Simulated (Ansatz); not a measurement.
`O=C[O][SnH3]` + `C=N` → `C=[N][SnH3]` + `O=CO` at 500 K and 1 bar (ligand exchange at the Sn–O bond).

Gas-phase electronic energies from Ansatz, PBE0-D4/def2-TZVP geometries. CBS: MP2 limit from def2 TZ/QZ plus the TZ coupled-cluster correction, frozen cores. This one scheme is used for every species. def2 core potentials past Kr. For Sn outer-core shells are correlated without core-valence functions, which leaves a few kJ/mol of doubt a bond. Each species was taken in one conformer, which may not be the lowest.

```tsv
species	CCSD(T)/CBS energy (Eh)	H − E (kJ/mol)	S (J/(mol·K))
`O=C[O][SnH3]`	-404.83174	154.6	377.3
`C=N`	-94.52360	124.2	249.5
`C=[N][SnH3]`	-309.73027	166.8	358.6
`O=CO`	-189.60296	110.7	274.8
```

H − E and S are ideal-gas, rigid-rotor, harmonic terms from PBE0-D4/def2-TZVP, for one conformer and one mirror image of each species. 1 Eh = 2625.50 kJ/mol, R = 8.31446 J/(mol·K).

Task: By hand: ΔE, ΔH, ΔS and ΔG.

Result: ΔE = (-309.73027) + (-189.60296) − (-404.83174) − (-94.52360) = 0.02211 Eh = 58.0 kJ/mol. Δ(H − E) = 166.8 + 110.7 − 154.6 − 124.2 = -1.3, so ΔH = 56.7 kJ/mol. ΔS = 358.6 + 274.8 − 377.3 − 249.5 = 6.6 J/(mol·K). ΔG = 56.7 − 500 × (6.6)/1000 = 53.4 kJ/mol.

Task: By hand: the equilibrium constant, and the temperature at which ΔG would vanish if ΔH and ΔS stayed fixed.

Result: log₁₀ K = −ΔG/(RT ln 10) = -5.6. ΔG = 0 at ΔH/ΔS = 8591 K, far beyond where these terms or the molecules hold.

The number of gas molecules stays the same, so ΔS is small and ΔH decides. A doubt of 5 kJ/mol in ΔE shifts log₁₀ K by 0.5 here. Other conformers and mirror images would add mixing entropy, several J/(mol·K) or more a flexible species. These are equilibria of isolated gas molecules and say nothing of rates. Largest T1 diagnostic: 0.017 (customary marks: 0.02 for closed shells, 0.045 for open ones).
